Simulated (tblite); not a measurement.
Run record: tight-binding relaxation, `[CH2]c1ccc(C#N)cc1` [radical].

Computed with GFN2-xTB geometry optimisation, gas phase (tblite 0.8.0). Start geometry: from a force field or distance geometry. A driver script takes a list of jobs; this job's settings line and coordinates (Å) are shown.

Command:
```bash
OMP_NUM_THREADS=1 python probes_run.py task.json out
```

Input:
```
{"job": {"kind": "relax", "xc": "GFN2-xTB", "basis": "xTB"}, "charge": 0, "multiplicity": 2}
C      2.652000     0.355100    -0.111300
C      1.198800     0.167400    -0.061000
C      0.344900     1.221400    -0.319400
C     -1.050100     1.046400    -0.274800
C     -1.577200    -0.215300     0.070400
C     -3.000500    -0.406600     0.118700
N     -4.144000    -0.558500     0.164800
C     -0.704600    -1.272900     0.339300
C      0.678700    -1.091800     0.278900
H      3.048900     1.326300    -0.360800
H      3.312100    -0.466800     0.098400
H      0.723500     2.203600    -0.579000
H     -1.714400     1.878700    -0.470700
H     -1.100700    -2.259600     0.590200
H      1.328200    -1.919500     0.494600
```

Q: What does the run print?

A: 
```
step      E/eV     max force
  0    -625.61656    3.802
  1    -625.81707    1.554
  2    -625.82718    2.191
  3    -625.84845    0.577
  4    -625.85849    0.398
  5    -625.86405    0.215
  6    -625.86819    0.148
  7    -625.86963    0.112
  8    -625.87159    0.098
  9    -625.87289    0.076
 10    -625.87343    0.041
 11    -625.87357    0.025
 12    -625.87364    0.022
 13    -625.87370    0.022
 14    -625.87374    0.016
 15    -625.87376    0.010
 16    -625.87377    0.007
```

«max force» is the largest atomic force in eV/Å.

Q: From which step on does the largest force stay under 0.1 eV/Å, and how much energy is left to gain from there?

A: From step 8 (0.098 eV/Å), 2.2 meV above the end.

Main results: energy lowered by 5.9 kcal/mol over 16 steps; largest atomic force 0.007 eV/Å at the end.

Q: Give the final coordinates.

A: 0.034 Å rms from the input after alignment:
```
atom  x, y, z in Å
C1     2.5872    0.3506   -0.1087
C2     1.2274    0.1671   -0.0524
C3     0.3202    1.2358   -0.3246
C4    -1.0310    1.0504   -0.2669
C5    -1.5600   -0.2111    0.0633
C6    -2.9506   -0.3992    0.1188
N7    -4.0888   -0.5522    0.1632
C8    -0.6895   -1.2823    0.3369
C9     0.6623   -1.1012    0.2814
H10    3.0115    1.3064   -0.3587
H11    3.2676   -0.4563    0.0959
H12    0.7270    2.2032   -0.5791
H13   -1.7105    1.8646   -0.4727
H14   -1.1086   -2.2454    0.5897
H15    1.3314   -1.9223    0.4919
```

On Arm Neoverse V2, one thread, no GPU, shared host, this took under 0.1 s of wall time.
Labels such as C1 count atoms from 1, the log's own numbers from 0.
